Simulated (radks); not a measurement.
The numbers below are computed, except where a source is named.
The mean radii <r> (bohr) of the occupied orbitals of an atom or ion are listed with their occupations. Code: a radial shooting solver on a logarithmic mesh with Libxc functionals. Model: scalar-relativistic Kohn-Sham, r2SCAN, spin-polarised, spherical densities, finite nucleus; meta-GGA in the generalised Kohn-Sham scheme; Fermi nuclear charge, rms radius of each element as measured or else 0.836 A^(1/3) + 0.57 fm.

| orbital | occ. | <r> |
|---|---|---|
| 1s | 2 | 0.04151 |
| 2s | 2 | 0.1820 |
| 2p | 6 | 0.1588 |
| 3s | 2 | 0.4724 |
| 3p | 6 | 0.4654 |

Name the element and its charge. Open shells, if any, are filled with parallel spins first.

Answer. Z = 36, krypton, charge +18: Kr18+ in [Ar]. The 1s radius gives Z: for a bare nucleus <r> = (2 gamma + 1)/(2Z) with gamma = sqrt(1 - (Z/c)^2), 0.04069 bohr for Z = 36, and screening makes it slightly larger (0.04151 here). The occupations add up to 18, and the charge is Z minus that.
